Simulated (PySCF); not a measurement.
Gas-phase reaction: 4 GeH₃ + 3 SiH₄ + Si → 4 H₃SiGeH₃

Method: PySCF energies plus ideal-gas RRHO corrections (1 bar). † marks an energy on the PBE0/def2-TZVP geometry and frequencies; other levels use their own. MP2 and CCSD(T) freeze the core. 6-31G* has spherical d functions here. Open shells (unrestricted): GeH₃ (multiplicity 2), Si (multiplicity 3); the rest are closed-shell singlets. Spin-orbit splitting is ignored; it lowers the true energy and changes the entropy of Si. B3LYP is the form with VWN-RPA correlation. Ge: all electrons, no relativistic terms. GeH₃: computed as isolated molecules; such fragments, hydroxides, amides, oligomers or adducts are transient or little studied in the gas. MP2 isn't extrapolated to the basis-set limit. CCSD(T) isn't extrapolated to the basis-set limit.

```json
[
 {"level": "B3LYP/6-31G*", "ΔH°(298 K), kJ": "-918"},
 {"level": "CCSD(T)/def2-TZVPP†", "ΔH°(298 K), kJ": "-967"},
 {"level": "HF/6-31G*", "ΔH°(298 K), kJ": "?"},
 {"level": "M06-2X/def2-TZVP†", "ΔH°(298 K), kJ": "?"},
 {"level": "MP2/def2-SVP†", "ΔH°(298 K), kJ": "?"},
 {"level": "PBE0/def2-TZVP", "ΔH°(298 K), kJ": "-983"},
 {"level": "ωB97X-V/def2-TZVP†", "ΔH°(298 K), kJ": "-1027"}
]
```

Q: Complete the blanks.

A: 
- HF/6-31G*, ΔH°(298 K), kJ: -684
- M06-2X/def2-TZVP†, ΔH°(298 K), kJ: -917
- MP2/def2-SVP†, ΔH°(298 K), kJ: -911
